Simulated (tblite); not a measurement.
Species: C₆H₉O (doublet state).
Geometry (GFN2-xTB, Å), atoms numbered from 1 in this order:
```xyz
16
C6H9O angstrom
C      1.932   -0.171   -0.675
C      0.793   -0.267    0.358
C     -0.302   -1.180   -0.023
C     -1.611   -0.496   -0.143
C     -1.385    0.900    0.441
C      0.114    1.081    0.556
O      0.676    2.120    0.773
H      1.528    0.076   -1.654
H      2.627    0.609   -0.376
H      2.461   -1.118   -0.742
H      1.258   -0.553    1.316
H     -0.145   -2.200   -0.315
H     -1.928   -0.433   -1.194
H     -2.406   -1.042    0.377
H     -1.800    0.984    1.448
H     -1.820    1.700   -0.158
```

Computed values, GFN2-xTB/tblite, gas phase, harmonic and unscaled. The method is semi-empirical: single wavenumbers can be off by several per cent or more. One conformer, not necessarily the lowest. Open shells enter through the occupations alone, without spin polarisation, and single modes of such species can be off by tens of per cent.

Harmonic wavenumbers (cm⁻¹): 44.0, 88.8, 187.5, 222.5, 304.4, 400.3, 464.8, 530.0, 615.9, 658.7, 784.1, 808.3, 928.1, 935.2, 999.9, 1012.6, 1030.8, 1064.1, 1098.9, 1101.5, 1128.3, 1170.3, 1222.1, 1235.6, 1244.7, 1289.8, 1318.5, 1390.4, 1431.5, 1466.0, 1485.7, 1493.0, 1797.9, 2822.1, 2842.3, 2920.0, 2971.0, 3008.7, 3038.4, 3041.0, 3043.1, 3149.9.

A = 3527, B = 3031, C = 1795 MHz; mass 97.065 u (most abundant isotopes); point group C1, symmetry number 1; spin multiplicity 2.

**Question.** Zero-point energy?

**Answer.** ½Σν̃ = 28895 cm⁻¹ = 345.67 kJ/mol.

**Question.** Entropy at 273.15 K, 1 bar (ideal gas, RRHO, classical rotation)?

**Answer.** Translation 164.10, rotation 112.79, vibration 71.70, spin (R ln 2) 5.76: S = 354.3 J/(mol K).

**Question.** And Cp and H(273.15 K) − H(0)?

**Answer.** Cp = 112.79 J/(mol K), of which vibrations give 79.53 (their classical limit is 42 R = 349.2); H(273.15 K) − H(0) = 19.45 kJ/mol without the zero-point energy, 10.36 from vibrations.

**Question.** Blend soft modes into free rotors: weight 1/[1 + (100 cm⁻¹/ν̃)⁴] for the oscillator and the rest for a rotor with moment μB/(μ + B), μ = h/(8π²ν), B = 10⁻⁴⁴ kg m². What vibrational entropy results?

**Answer.** 64.87 J/(mol K) in place of 71.70, which changes −T·S at 273.15 K by +1.87 kJ/mol.

**Question.** How do the functions run with temperature in this model?

**Answer.** 
| T (K) | S (J/(mol K)) | Cp (J/(mol K)) | H − H(0) (kJ/mol) | G − H(0) (kJ/mol) | ln q(vib) |
| --- | --- | --- | --- | --- | --- |
| 100 | 272.9 | 60.8 | 4.68 | -22.61 | 1.21 |
| 200 | 323.3 | 88.5 | 12.11 | -52.54 | 2.85 |
| 300 | 365.4 | 122.4 | 22.61 | -87.00 | 4.51 |
| 500 | 444.1 | 189.1 | 54.02 | -168.05 | 8.01 |
| 800 | 548.7 | 255.0 | 121.53 | -317.43 | 13.43 |
| 1000 | 608.8 | 283.4 | 175.52 | -433.30 | 16.93 |

q(vib) and H(0) count from the zero-point level.

Hindered rotation and anharmonicity are outside this model. Other conformers, if any are populated, would add a mixing term that is left out. The structure is chiral; the term R ln 2 for an equal mix with its mirror image is left out.
